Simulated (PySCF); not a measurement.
Nonlinear optical response: 4-amino-N-methylaniline (SMILES CNc1ccc(N)cc1)

Molfile (atoms numbered from 1):
```
C7H10N2
     RDKit          3D

 19 19  0  0  0  0  0  0  0  0999 V2000
   -2.9028    0.0457   -0.9603 C   0  0  0  0  0  0  0  0  0  0  0  0
   -2.1545   -0.1502    0.2458 N   0  0  0  0  0  0  0  0  0  0  0  0
   -0.7683   -0.0955    0.2518 C   0  0  0  0  0  0  0  0  0  0  0  0
   -0.0041   -0.1242   -0.9244 C   0  0  0  0  0  0  0  0  0  0  0  0
    1.3887   -0.1112   -0.8789 C   0  0  0  0  0  0  0  0  0  0  0  0
    2.0831   -0.0564    0.3347 C   0  0  0  0  0  0  0  0  0  0  0  0
    3.4740    0.0200    0.3757 N   0  0  0  0  0  0  0  0  0  0  0  0
    1.3174   -0.0170    1.5111 C   0  0  0  0  0  0  0  0  0  0  0  0
   -0.0691   -0.0398    1.4702 C   0  0  0  0  0  0  0  0  0  0  0  0
   -2.6841    1.0043   -1.4753 H   0  0  0  0  0  0  0  0  0  0  0  0
   -2.7092   -0.7658   -1.6820 H   0  0  0  0  0  0  0  0  0  0  0  0
   -3.9768    0.0193   -0.7292 H   0  0  0  0  0  0  0  0  0  0  0  0
   -2.5845    0.2188    1.0828 H   0  0  0  0  0  0  0  0  0  0  0  0
   -0.4951   -0.1611   -1.8981 H   0  0  0  0  0  0  0  0  0  0  0  0
    1.9502   -0.1339   -1.8175 H   0  0  0  0  0  0  0  0  0  0  0  0
    3.9397   -0.3708   -0.4344 H   0  0  0  0  0  0  0  0  0  0  0  0
    3.8882   -0.3235    1.2338 H   0  0  0  0  0  0  0  0  0  0  0  0
    1.8228    0.0343    2.4800 H   0  0  0  0  0  0  0  0  0  0  0  0
   -0.6318   -0.0197    2.4084 H   0  0  0  0  0  0  0  0  0  0  0  0
  1  2  1  0
  2  3  1  0
  3  4  1  0
  4  5  2  0
  5  6  1  0
  6  7  1  0
  6  8  2  0
  8  9  1  0
  9  3  2  0
  1 10  1  0
  1 11  1  0
  1 12  1  0
  2 13  1  0
  4 14  1  0
  5 15  1  0
  7 16  1  0
  7 17  1  0
  8 18  1  0
  9 19  1  0
M  END
```

Computed with quadratic response CAM-B3LYP/aug-cc-pVDZ first hyperpolarisability, Taylor convention, gas phase (PySCF 2.14.0). Geometry: PBE0-D3(BJ)/def2-SVP.

(1) What is the first hyperpolarisability, and how does it disperse?

(2) Which lowest excitations, dipole and polarisabilities go with it?

## Answers

(1) In 10⁻³⁰ esu, Taylor convention; the vector part is βᵢ = ⅓ Σⱼ (βᵢⱼⱼ + βⱼᵢⱼ + βⱼⱼᵢ); β∥ is 3/5 of the vector part along the dipole, the dipole points from − to +:
| process | λ (nm) | β vector norm | β∥ | β HRS | depolarisation ratio |
| --- | --- | --- | --- | --- | --- |
| static β(0;0,0) | ∞ | 1.13 | 0.51 | 0.53 | 3.54 |
| second harmonic β(−2ω;ω,ω) | 1907 | 1.22 | 0.56 | 0.58 | 3.45 |
| Pockels β(−ω;ω,0) | 1907 | 1.16 | 0.53 | – | – |
| second harmonic β(−2ω;ω,ω) | 1064 | 1.50 | 0.71 | 0.72 | 3.23 |
| Pockels β(−ω;ω,0) | 1064 | 1.23 | 0.57 | – | – |

(2) S1 4.14 eV (f = 0.044); S2 4.23 eV (f = 0.012); S3 4.40 eV (f = 0.004); dipole 0.59 D; isotropic α 106.6 au static, 107.1 au at 1907 nm, 108.2 au at 1064 nm, 108.7 au at 953.5 nm, 114.2 au at 532 nm.
